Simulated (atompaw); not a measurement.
# Before and after: PAW (atompaw) potential for zirconium (Zr)

zirconium (Zr), PAW, made with atompaw 4.2.0.5 (PBE, scalar-relativistic). Core [Ar] 3d10, reference 4s2 4p6 4d2 5s1.5 5p0.5. Waves: 4s (bound): rc 1.50 bohr; 5s (bound): rc 2.20 bohr; 4p (bound): rc 2.00 bohr; 5p (bound): rc 2.20 bohr; 4d (bound): rc 2.20 bohr; 4d channel at 2.65 Ry: rc 2.20 bohr. Local part: ultrasoft scheme with l = 3 at 1 Ry, radius 1.80 bohr. Core correction: smooth core density matched at 2.20 bohr. Augmentation charge: besselshape compensation charge, radius 1.90 bohr; PAW radius 2.20 bohr; waves and projectors: custom polynom2 7 10 vanderbiltortho.

Change: local potential bessel scheme, radius 1.80 bohr.

Cutoffs: the cutoffs (Ry, on a coarse ladder) from which the occupation-weighted sum of valence levels, in a spherical-Bessel basis at the reference potential, stays within 10 and 1 mRy of its value at 400 Ry; they do not see the model core or the augmentation charge, which bear on the density cutoff.

**Question.** What does the change do?

**Answer.** The potential gets neither clearly harder nor softer (21 Ry and 25 Ry → 21 Ry and 25 Ry); the range in which the s phases agree widens (upper end 1.0 → at the end of the scan); the range in which the p phases agree widens (upper end 1.7 → at the end of the scan); neither file shows a bound ghost.

```tsv
quantity	base	changed
cutoff, loose	21 Ry	21 Ry
cutoff, tight	25 Ry	25 Ry
bound ghosts	none	none
s: phases at 2.21 bohr within 0.05 rad from the reference energy up to (Ry; the scan ends near 5)	1.0	to the end of the scan
p: phases at 2.21 bohr within 0.05 rad from the reference energy up to (Ry; the scan ends near 5)	1.7	to the end of the scan
d: phases at 2.21 bohr within 0.05 rad from the reference energy up to (Ry; the scan ends near 5)	to the end of the scan	4.3
lowest overlap eigenvalue by channel	s 0.62, p 0.67, d 0.90	s 0.54, p 0.64, d 0.93
```

 The cutoffs see the waves, projectors and local potential, not the compensation charge or the core.
